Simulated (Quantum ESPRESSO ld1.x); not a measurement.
The run below uses ld1.x (Quantum ESPRESSO 7.5).

```
 &input
    zed=43.75,
    iswitch=1,
    rel=1,
    dft='REVPBE',
    config='[Kr] 4d5 5s2',
    prefix='ld1',
    max_out_wfc=37,
    file_charge='ld1.rho',
 /
```

It prints (banner and zero overlaps left out):

```
     Program LD1 v.7.5 starts

     --------------------------- All-electron run ----------------------------

     scalar relativistic calculation

     atomic number is 43.75
     dft =REVPBE   lsd =0 sic =0 latt =0  beta=0.20 tr2=1.0E-14
     Exchange-correlation= REVPBE
                           (   1   4   4   4   0   0   0)
     mesh =2049 r(mesh) = 100.03383 a.u. xmin = -8.00 dx = 0.00800
     1 Ry =  13.60569312 eV, c = 137.03599908

     n l     nl                  e(Ry)          e(Ha)          e(eV)
     1 0     1S 1( 2.00)     -1593.4559      -796.7279    -21680.0717
     2 0     2S 1( 2.00)      -229.4135      -114.7068     -3121.3297
     2 1     2P 1( 6.00)      -205.4960      -102.7480     -2795.9153
     3 0     3S 1( 2.00)       -40.9997       -20.4999      -557.8299
     3 1     3P 1( 6.00)       -33.1427       -16.5713      -450.9293
     4 0     4S 1( 2.00)        -6.3756        -3.1878       -86.7448
     4 1     4P 1( 6.00)        -4.1911        -2.0956       -57.0233
     3 2     3D 1(10.00)       -20.4936       -10.2468      -278.8293
     4 2     4D 1( 5.00)        -1.1191        -0.5596       -15.2266
     5 0     5S 1( 2.00)        -0.7946        -0.3973       -10.8116

     final scf error:  7.6E-15 reached in  35 iterations

     Etot =   -8937.094867 Ry,   -4468.547434 Ha, -121595.370177 eV

     Ekin =    9238.657017 Ry,    4619.328508 Ha,  125698.332241 eV
     Encl =  -21519.142649 Ry,  -10759.571325 Ha, -292782.851158 eV
     Eh   =    3607.110060 Ry,    1803.555030 Ha,   49077.232533 eV
     Exc  =    -263.719295 Ry,    -131.859647 Ha,   -3588.083793 eV
```

Run on one thread of a shared host, so times are rough (Intel(R) Xeon(R) Processor @ 2.60GHz): 0.75 s of CPU time, 0.8 s wall, 35 iterations on 2049 mesh points.
